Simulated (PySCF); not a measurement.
Species: C6H3N.
Cartesian coordinates in Å at the PBE0-D3(BJ)/def2-SVP level; atoms count from 1:
```xyz
10
C6H3N angstrom
C     -2.3470    1.0769   -0.1291
C     -1.4548    0.1348   -0.0296
C     -0.5538   -0.8269    0.0721
C      0.8289   -0.6212   -0.1560
C      2.0243   -0.4734   -0.3454
C      3.3680   -0.2973   -0.5591
N      4.5080   -0.1491   -0.7403
H     -2.8514    1.2783   -1.0807
H     -2.6136    1.6973    0.7338
H     -0.8764   -1.8403    0.3477
```

Theory: core-valence-separated Tamm–Dancoff BHandHLYP/aug-pcX-1 (pcseg-1 on H) in PySCF, non-relativistic, gas phase, PBE0-D3(BJ)/def2-SVP geometry. BHandHLYP without relativity tends to put these K edges a few eV too low, so spacings mean more than positions.

Problem. Give energies, oscillator strengths and core holes at the C K edge.

Solution. 
```tsv
E (eV)	f	core hole on	main final orbital	polarisation
282.65	0.0669	C2	LUMO (77 %)	–
283.09	0.0580	C1	LUMO+3 (40 %)	normal to the local trigonal plane
283.40	0.0794	C4 + C5	LUMO (83 %)	–
283.41	0.0655	C4	LUMO+1 (71 %)	across the triple bond
283.43	0.0004	C4 + C5	LUMO (83 %)	–
283.46	0.0697	C2	LUMO+3 (48 %)	–
283.53	0.0249	C5	LUMO+1 (73 %)	across the triple bond
283.67	0.0453	C3	LUMO (73 %)	normal to the local trigonal plane
283.84	0.0981	C6	LUMO/LUMO+1 (2 roots, f summed)	across the triple bond
284.68	0.0016	C1	LUMO (87 %)	in the local trigonal plane
285.75	0.0039	C3	LUMO+1 (82 %)	in the local trigonal plane
286.36	0.0052	C1	LUMO+2 (67 %)	in the local trigonal plane
286.70	0.0018	C3	LUMO+3 (66 %)	in the local trigonal plane
287.16	0.0216	C3	LUMO+8 (43 %)	normal to the local trigonal plane
287.24	0.0026	C2	LUMO+1 (64 %)	–
287.29	0.0055	C3	LUMO+2 (45 %)	in the local trigonal plane
287.30	0.0290	C1	LUMO+6 (65 %)	in the local trigonal plane
287.31	0.0053	C4	LUMO+3 (60 %)	mixed
287.37	0.0142	C4	LUMO+8 (39 %)	across the triple bond
287.37	0.0006	C1	LUMO+1 (66 %)	–
287.38	0.0005	C5	LUMO+4 (41 %)	–
287.61	0.0030	C4	LUMO+4 (48 %)	along the triple bond
287.62	0.0014	C2	LUMO+2 (79 %)	–
287.81	0.0259	C6	LUMO (37 %)	across the triple bond
```

The first line with a tenth or more of the strongest one's intensity is at 282.65 eV (f = 0.067), with the hole on C2 (central carbon of cumulated double bonds). The strongest listed is at 283.84 eV (f = 0.098, sum of 2; C6, 1s→π*).

Problem. Give energies, oscillator strengths and core holes at the N K edge.

Solution. 
| E (eV) | f | core hole on | main final orbital | polarisation |
| --- | --- | --- | --- | --- |
| 396.68 | 0.0593 | N7 | LUMO+1 (61 %) | across the triple bond |
| 396.73 | 0.0570 | N7 | LUMO (59 %) | across the triple bond |
| 401.59 | 0.0000 | N7 | LUMO+5 (39 %) | – |
| 402.12 | 0.0050 | N7 | LUMO (39 %) | across the triple bond |
| 402.28 | 0.0004 | N7 | LUMO+3 (36 %) | – |
| 402.58 | 0.0002 | N7 | LUMO+2 (42 %) | – |
| 402.86 | 0.0016 | N7 | spread | mixed |

The first line with a tenth or more of the strongest one's intensity is at 396.68 eV (f = 0.059), with the hole on N7 (nitrile nitrogen), polarised across the triple bond: a 1s→π* resonance. It is also the strongest listed.

Roots within 0.03 eV whose holes lie on the same, on equivalent or on shared atoms are summed into one line, and the highest roots are left out, as the search may have cut off their partners. Final orbitals are the ground state's empty Kohn–Sham orbitals. A dash: too weak, shared between unlike atoms, or no plane or axis to refer to.

Problem. What are the wavelength and the wavenumber of the 283.67 eV line?

Solution. λ = 12398.42 eV Å/283.67 eV = 43.707 Å; 2.2880 × 10⁶ cm⁻¹.

The ionisation thresholds weren't computed; near and above them a finite basis only mimics Rydberg series and continuum.

Time: 16 s; peak memory 0.91 GiB. Hardware: one thread, Arm Neoverse V2 (aarch64), no GPU, shared host.
